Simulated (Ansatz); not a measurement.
LaO₃H₃ (the lowest singlet isomer of a short search) was relaxed with r2SCAN-D4 (def2-SVP) in Ansatz in these states: charge +1 doublet, neutral singlet. The geometries follow in no particular order.

In the def2 sets La takes a core potential; there is no spin–orbit coupling.

A:

```
atom   x (Å)   y (Å)   z (Å)
 La1   0.481  -0.531  -0.108
  O2  -1.699   0.122  -0.408
  O3  -1.828  -0.625   0.866
  O4   1.884   1.115  -0.083
  H5   1.080  -2.038  -1.556
  H6   2.378   1.938  -0.130
  H7  -2.297   0.019   1.420
```

B:

Cartesian coordinates in Å:
```
La 0.2722 0.8474 -0.3981
O 0.9933 -1.1228 -1.2188
O 1.1743 -1.3218 0.2152
O -1.7848 0.6572 -0.0441
H 1.3340 2.6990 1.0329
H -2.7179 0.4160 0.0290
H 0.7289 -2.1751 0.3839
```

Q: Judge from the bond lengths which geometry belongs to which state (an estimate).

A: A is the neutral singlet (La1–H5 2.174 Å, La1–O3 2.508 Å, La1–O4 2.164 Å); B is the charge +1 doublet (La1–H5 2.570 Å, La1–O3 2.428 Å, La1–O4 2.096 Å).

These are the stationary points nearest to one start from a short search; other shapes may lie lower in each state.
